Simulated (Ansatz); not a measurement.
Ansatz (a first-principles code) input (B3LYP/6-31G* with LANL2DZ past Ar): The .json file joins the Basis Set Exchange's 6-31G* for atoms up to Ar and LANL2DZ past it.

Ansatz 0.2 input:
```yaml
crystal:
  periodic: [false, false, false]
  atoms:
    - {symbol: Sr, position_ang: [-0.00000000, -0.00000000, -0.33687817]}
    - {symbol: O, position_ang: [0.00000000, 0.00000000, 1.60017132]}
basis:
  gaussian:
    orbitals: 6-31Gs+LANL2DZ.json
hamiltonian:
  xc: {name: B3LYP}
relax: {f_tol: 0.003, max_steps: 120}
```

### Question
What final total energy does it give?

### Answer
-105.53201 Eh.
